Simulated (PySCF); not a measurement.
Computed shifts of a molecule CH8FNSi2, PBE/pcSseg-1 (PySCF), GIAO, gas phase, atoms alike by connectivity averaged where their shifts nearly agree, in ppm (number of nuclei): ²⁹Si: -7.9 (1), -44.7 (1). ¹⁵N: 52.7 (1). ¹³C: 40.7 (1). ¹⁹F: -183.2 (1). ¹H: 5.31 (2), 5.09 (3), 3.22 (3). References: ²⁹Si against TMS (σ = 335.4 ppm); ¹⁵N against NH3 (σ = 267.0 ppm); ¹³C against TMS (σ = 182.0 ppm); ¹⁹F against CFCl3 (σ = 133.6 ppm); ¹H against TMS (σ = 31.49 ppm), references at their B3LYP-D3(BJ)/def2-TZVP geometries, non-relativistic. Geometry: B3LYP-D3(BJ)/def2-SVP. The values are those of a single conformer.

### Question
Identify the compound among the candidates.
A) FC[SiH2]N[SiH3]
B) C[SiH2][Si@@H](N)F
C) N[C@H]([SiH3])[SiH2]F
D) CN([SiH3])[SiH2]F

### Answer
D, CN([SiH3])[SiH2]F
